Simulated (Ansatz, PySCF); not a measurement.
Sb(OH)2(TeH) (H3O2SbTe), SMILES [OH][Sb]([OH])[TeH]. Atoms are numbered in the order given.

```xyz
7

Sb    -0.7668     0.3417     0.8491
O     -2.2013    -0.4984    -0.2323
H     -2.1508    -0.2632    -1.1682
O     -0.7842     2.1830     0.1144
H     -0.4207     2.2111    -0.7814
Te     1.2648    -0.5941    -0.8386
H      2.3382     0.4964    -0.1786
```

The structure is a stationary point at PBE0-D3(BJ)/def2-SVP. The def2 effective core potentials stand for the cores of Sb, Te; spin–orbit coupling is left out. One conformer was computed; it need not be the lowest.

Two levels are set side by side: PBE-D3(BJ)/def2-SVP (Ansatz, a program for electronic structure) and PBE0-D3(BJ)/def2-SVP (Ansatz). Each level has its own optimised geometry; the coordinates shown are those of the second. Frequencies come from the Hessian of PySCF at each geometry. Differences are taken from unrounded values.

| quantity | PBE0-D3(BJ) | PBE-D3(BJ) | PBE-D3(BJ) minus PBE0-D3(BJ) |
|---|---|---|---|
| mean bond length (Å) | 1.728 | 1.751 | 0.023 |
| bond Sb1–O2 (Å) | 1.983 | 2.015 | 0.032 |
| bond Sb1–O4 (Å) | 1.983 | 2.014 | 0.031 |
| bond Sb1–Te6 (Å) | 2.802 | 2.837 | 0.035 |
| bond O2–H3 (Å) | 0.966 | 0.979 | 0.013 |
| bond O4–H5 (Å) | 0.967 | 0.980 | 0.013 |
| bond Te6–H7 (Å) | 1.666 | 1.683 | 0.017 |
| highest harmonic wavenumber (cm⁻¹) | 3863 | 3675 | -188 |
| mean harmonic wavenumber (cm⁻¹) | 977 | 934 | -43 |
| zero-point energy (kcal/mol) | 20.94 | 20.02 | -0.92 |

GGA bonds tend to be longer and softer than those of functionals with exact exchange. Differences between two approximate levels are no errors against the true value.
